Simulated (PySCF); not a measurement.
PySCF input file for C2Hf, SMILES [C]1[C][Hf]1 (connectivity only; charge and spin as stated), neutral, multiplicity 1, TDA-M06-2X/def2-TZVPD. Geometry: PBE0-D3(BJ)/def2-TZVP. The geometry has at least one imaginary mode, so it is a saddle point at that level. The spin state was assumed, not searched. The def2 effective core potentials stand for the cores of Hf; spin–orbit coupling is left out.

```python
import numpy as np
from pyscf import gto, scf, dft, tdscf

mol = gto.M(
    atom='''
    Hf    0.00000000   -0.00000000    0.28604343
    C     0.00000000    0.63074680   -1.71626060
    C     0.00000000   -0.63074680   -1.71626061
    ''',
    basis='def2-TZVPD',
    ecp={'Hf': 'def2-tzvp'},
    charge=0,
    spin=0,
    symmetry=True,
    max_memory=1600,
    verbose=4,
)
mf = dft.RKS(mol, xc='m06-2x').density_fit(auxbasis='def2-universal-jkfit')
mf.grids.level = 4
mf.conv_tol = 1e-9
mf.max_cycle = 100
mf.kernel()
mf.grids = dft.Grids(mol).set(level=2).build(with_non0tab=True)  # coarser grid for the response kernel
td = tdscf.TDA(mf)
td.singlet = True
td.nstates = 10
td.conv_tol = 1e-4
td.positive_eig_threshold = 1e-6
td.kernel(x0=td.get_init_guess(mf, 15))
td.analyze()
tt = tdscf.TDA(mf)
tt.singlet = False
tt.nstates = 4
tt.conv_tol = 1e-4
tt.positive_eig_threshold = 1e-6
tt.kernel(x0=tt.get_init_guess(mf, 9))
tt.analyze(verbose=3)
```

It prints:

```
PySCF version 2.14.0

[INPUT] verbose = 4
[INPUT] num. atoms = 3
[INPUT] num. electrons = 24
[INPUT] charge = 0
[INPUT] spin (= nelec alpha-beta = 2S) = 0
[INPUT] symmetry True subgroup None
[INPUT] Mole.unit = angstrom
[INPUT] Symbol           X                Y                Z      unit          X                Y                Z       unit  Magmom
[INPUT]  1 Hf     0.000000000000   0.000000000000   0.286043430000 AA    0.000000000000   0.000000000000   0.540543742431 Bohr   0.0
[INPUT]  2 C      0.000000000000   0.630746800000  -1.716260600000 AA    0.000000000000   1.191938705946  -3.243262492382 Bohr   0.0
[INPUT]  3 C      0.000000000000  -0.630746800000  -1.716260610000 AA    0.000000000000  -1.191938705946  -3.243262511279 Bohr   0.0

nuclear repulsion = 51.3999742769498
point group symmetry = C2v
symmetry origin: [ 0.00000000e+00  0.00000000e+00 -6.74902187e-09]
symmetry axis x: [1. 0. 0.]
symmetry axis y: [ 0.00000000e+00  1.00000000e+00 -1.03787884e-09]
symmetry axis z: [0.00000000e+00 1.03787884e-09 1.00000000e+00]
num. orbitals of irrep A1 = 44
num. orbitals of irrep A2 = 16
num. orbitals of irrep B1 = 22
num. orbitals of irrep B2 = 35
number of shells = 41
number of NR pGTOs = 169
number of NR cGTOs = 117
basis = def2-TZVPD
ecp = {'Hf': 'def2-tzvp'}


******** <class 'pyscf.df.df_jk.DFSymAdaptedRKS'> ********
method = DFSymAdaptedRKS
initial guess = minao
damping factor = 0
level_shift factor = 0
DIIS = <class 'pyscf.scf.diis.CDIIS'>
diis_start_cycle = 1
diis_space = 8
diis_damp = 0
SCF conv_tol = 1e-09
SCF conv_tol_grad = None
SCF max_cycles = 100
direct_scf = False
XC library pyscf.dft.libxc version 7.1.2
    S. Lehtola, C. Steigemann, M. J. T. Oliveira, and M. A. L. Marques,  SoftwareX 7, 1–5 (2018)
XC functionals = m06-2x
    Y. Zhao and D. G. Truhlar,  Theor. Chem. Acc. 120, 215 (2008)
    Y. Zhao and D. G. Truhlar,  Theor. Chem. Acc. 120, 215 (2008)
radial grids:
    Treutler-Ahlrichs [JCP 102, 346 (1995); DOI:10.1063/1.469408] (M4) radial grids

becke partition: Becke, JCP 88, 2547 (1988); DOI:10.1063/1.454033
pruning grids: <function nwchem_prune>
grids dens level: 4
symmetrized grids: True
atomic radii adjust function: <function treutler_atomic_radii_adjust>
small_rho_cutoff = 0
Freeze 0 electrons in irreps []
    24 free electrons in irreps A1 A2 B1 B2
Set gradient conv threshold to 3.16228e-05
Initial guess from minao.
tot grids = 91672
******** <class 'pyscf.df.df.DF'> ********
auxbasis = def2-universal-jkfit
init E= -104.970161331388
HOMO (A1) = -0.293493198021171  LUMO (B2) = -0.2648107513897  gap/eV = 0.78049
cycle= 1 E= -123.857779333781  delta_E= -18.9  |g|= 0.518  |ddm|= 49.7
HOMO (A1) = -0.197517342523399  LUMO (B2) = -0.0682351414714013  gap/eV = 3.51795
cycle= 2 E= -123.831564322609  delta_E= 0.0262  |g|= 0.571  |ddm|= 1.22
HOMO (A1) = -0.216377979621138  LUMO (B2) = -0.0675579167892355  gap/eV = 4.04960
cycle= 3 E= -123.913117099197  delta_E= -0.0816  |g|= 0.16  |ddm|= 0.772
HOMO (A1) = -0.238301271253061  LUMO (B2) = -0.0882944003076673  gap/eV = 4.08189
cycle= 4 E= -123.920677818832  delta_E= -0.00756  |g|= 0.0563  |ddm|= 0.334
HOMO (A1) = -0.234959382033951  LUMO (B2) = -0.0843132580764756  gap/eV = 4.09929
cycle= 5 E= -123.921685697954  delta_E= -0.00101  |g|= 0.0058  |ddm|= 0.113
HOMO (A1) = -0.23474866546754  LUMO (B2) = -0.0839370969062276  gap/eV = 4.10379
cycle= 6 E= -123.921708157272  delta_E= -2.25e-05  |g|= 0.00197  |ddm|= 0.024
HOMO (A1) = -0.23503371162094  LUMO (B2) = -0.0842412872658649  gap/eV = 4.10327
cycle= 7 E= -123.921715890464  delta_E= -7.73e-06  |g|= 0.000974  |ddm|= 0.0121
HOMO (A1) = -0.235024905887334  LUMO (B2) = -0.084256362346899  gap/eV = 4.10262
cycle= 8 E= -123.921719308359  delta_E= -3.42e-06  |g|= 0.000417  |ddm|= 0.00923
HOMO (A1) = -0.235032153060153  LUMO (B2) = -0.0842878049000397  gap/eV = 4.10196
cycle= 9 E= -123.921719859316  delta_E= -5.51e-07  |g|= 0.000165  |ddm|= 0.00469
HOMO (A1) = -0.235018707047953  LUMO (B2) = -0.0842808823989998  gap/eV = 4.10179
cycle= 10 E= -123.921719917201  delta_E= -5.79e-08  |g|= 3.89e-05  |ddm|= 0.00168
HOMO (A1) = -0.235014214678982  LUMO (B2) = -0.0842793452942789  gap/eV = 4.10170
cycle= 11 E= -123.921719920292  delta_E= -3.09e-09  |g|= 1.44e-05  |ddm|= 0.000397
HOMO (A1) = -0.235013329876132  LUMO (B2) = -0.0842779578770987  gap/eV = 4.10172
cycle= 12 E= -123.921719920604  delta_E= -3.12e-10  |g|= 7.62e-06  |ddm|= 0.000111
HOMO (A1) = -0.235012297910361  LUMO (B2) = -0.0842770040307315  gap/eV = 4.10172
Extra cycle  E= -123.921719920605  delta_E= -9.66e-13  |g|= 1.13e-05  |ddm|= 3.83e-05
converged SCF energy = -123.921719920605
tot grids = 37792
Overwritten attributes  positive_eig_threshold  of <class 'pyscf.tdscf.rks.TDA'>


******** <class 'pyscf.tdscf.rks.TDA'> for <class 'pyscf.df.df_jk.DFSymAdaptedRKS'> ********
nstates = 10 singlet
deg_eia_thresh = 1.000e-03
wfnsym = None
conv_tol = 0.0001
eigh lindep = 1e-12
eigh level_shift = 0
eigh max_cycle = 100


Excitation energies (eV)
[0.74528097 0.79426435 1.19607193 1.8554881  2.11458194 3.40327357
 3.57836254 3.85122907 3.90993184 4.16981957]

** Singlet excitation energies and oscillator strengths **
Excited State   1:   B2      0.74528 eV   1663.59 nm  f=0.0054
      12 -> 13       -0.69063
      12 -> 18       -0.10688
Excited State   2:   A2      0.79426 eV   1560.99 nm  f=0.0000
      12 -> 14       -0.69885
Excited State   3:   A1      1.19607 eV   1036.59 nm  f=0.0002
      12 -> 15       -0.66433
      12 -> 17       -0.21525
Excited State   4:   B1      1.85549 eV    668.20 nm  f=0.0496
      12 -> 16       -0.61135
      12 -> 19        0.31933
Excited State   5:   A1      2.11458 eV    586.33 nm  f=0.1197
      12 -> 15       -0.21370
      12 -> 17        0.65140
      12 -> 20       -0.11312
Excited State   6:   B2      3.40327 eV    364.31 nm  f=0.1360
       9 -> 13        0.13523
       9 -> 18        0.10554
      11 -> 13        0.56105
      11 -> 18        0.16423
      12 -> 18       -0.31937
Excited State   7:   B2      3.57836 eV    346.48 nm  f=0.0907
      11 -> 13       -0.35191
      12 -> 18       -0.59336
Excited State   8:   A2      3.85123 eV    321.93 nm  f=0.0000
      10 -> 13       -0.65153
      10 -> 18       -0.20440
      11 -> 14        0.12187
Excited State   9:   A2      3.90993 eV    317.10 nm  f=0.0000
      10 -> 13       -0.12740
      11 -> 14       -0.68707
Excited State  10:   A1      4.16982 eV    297.34 nm  f=0.0088
       9 -> 15       -0.11779
      11 -> 15        0.67651
      11 -> 17       -0.11017

** Transition electric dipole moments (AU) **
state          X           Y           Z        Dip. S.      Osc.
  1        -0.0000     -0.5423      0.0000      0.2941      0.0054
  2         0.0000      0.0000     -0.0000      0.0000      0.0000
  3        -0.0000     -0.0000     -0.0814      0.0066      0.0002
  4        -1.0447      0.0000     -0.0000      1.0914      0.0496
  5        -0.0000      0.0000      1.5199      2.3102      0.1197
  6        -0.0000      1.2771      0.0000      1.6311      0.1360
  7         0.0000      1.0171     -0.0000      1.0345      0.0907
  8        -0.0000     -0.0000     -0.0000      0.0000      0.0000
  9        -0.0000      0.0000     -0.0000      0.0000      0.0000
 10         0.0000     -0.0000     -0.2933      0.0860      0.0088

WARN: ECP detected. Skipping calculation of transition velocity and magnetic dipole moments, which have not yet been implemented.



******** <class 'pyscf.tdscf.rks.TDA'> for <class 'pyscf.df.df_jk.DFSymAdaptedRKS'> ********
nstates = 4 triplet
deg_eia_thresh = 1.000e-03
wfnsym = None
conv_tol = 0.0001
eigh lindep = 1e-12
eigh level_shift = 0
eigh max_cycle = 100


Excitation energies (eV)
[0.0319866  0.58725727 0.8968949  2.26394172]

** Triplet excitation energies and oscillator strengths **
Excited State   1:   B2      0.03199 eV  38761.29 nm  f=0.0000
Excited State   2:   B1      0.58726 eV   2111.24 nm  f=0.0000
Excited State   3:   A1      0.89689 eV   1382.37 nm  f=0.0000
Excited State   4:   B2      2.26394 eV    547.65 nm  f=0.0000
```

The run converged.
